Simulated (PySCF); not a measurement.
# TlSe, r²SCAN: how much the basis matters

PySCF, UKS reference; doublet, unpaired electrons π ↑; De to Tl + Se without counterpoise correction.

```
     basis                           relativity  functions  Re (Å)  ωe (cm⁻¹)  De (eV)  μ (D)
cc-pVDZ-PP  scalar-relativistic core potentials         46   2.731        175     2.87  -3.50
  def2-SVP  scalar-relativistic core potentials         58   2.734        177     2.91  -3.39
def2-TZVPP  scalar-relativistic core potentials         98   2.713        174     2.96  -3.57
```

Task: How does each smaller set differ from the one with most functions, def2-TZVPP?

Result: cc-pVDZ-PP: +1.8 pm, +0.6 % in ωe, -0.09 eV in De; def2-SVP: +2.1 pm, +1.7 % in ωe, -0.05 eV in De. All at r²SCAN; the set with most functions is neither the basis-set limit nor always the best.

A positive dipole means Tl(−)Se(+). These are scalar-relativistic numbers at best; spin–orbit coupling would shift them, the dissociation energy most. The state is the lowest determinant that a PBE0 search found; another state may lie lower at other levels.
